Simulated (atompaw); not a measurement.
## PBE PAW (atompaw) dataset for niobium, scalar-relativistic all-electron reference.

atompaw 4.2.0.5 input, output lines left out:

```
Nb 41
GGA-PBE scalarrelativistic loggrid 1500 logderivrange -5 5 251
5 5 4 0 0 0
5 0 1
5 1 0
4 2 4
0 0 0
c
c
c
c
v
c
c
v
v
c
v
2
3.00 2.80 2.95 2.40
y
2.65
n
n
y
0.35
n
custom polynom2 7 10 vanderbiltortho sinc
3 -0.5 troulliermartins
3.00
3.00
2.35
3.00
3.00
2.35
```

All-electron outer shells of the reference configuration (PBE, scalar-relativistic, ld1.x):

```
shell  level (eV)  outermost node (bohr)  outermost maximum (bohr)
   3d     -196.29                      –                      0.33
   4s      -58.39                   0.53                      1.04
   4p      -34.52                   0.54                      1.12
   5s       -3.98                   1.41                      3.08
   4d       -3.04                   0.55                      1.49
   5p       -1.11                   1.63                      4.26
```

What the tests gave:

```
Cutoffs needed                                           : 21 Ry and 45 Ry (the cutoffs (Ry, on a coarse ladder) from which the occupation-weighted sum of valence levels, in a spherical-Bessel basis at the reference potential, stays within 10 and 1 mRy of its value at 400 Ry)
Ghost test                                               : no extra level below or beside the all-electron valence levels (s, p, d, f tested) (spherical-Bessel basis up to 400 Ry, 20 bohr box)
Lowest eigenvalue of the overlap operator                : 0.59 (p channel)
Overlap eigenvalues printed by atompaw (projector basis) : 0.337, 0.877, 1.39, 12.2, 38.5, 8.65e+07
Share of each valence orbital outside the PAW sphere     : 5s 66 %, 4p 0 %, 5p 90 %, 4d 19 %
```

Generation and tests took about 14 s on one core of a shared server CPU.
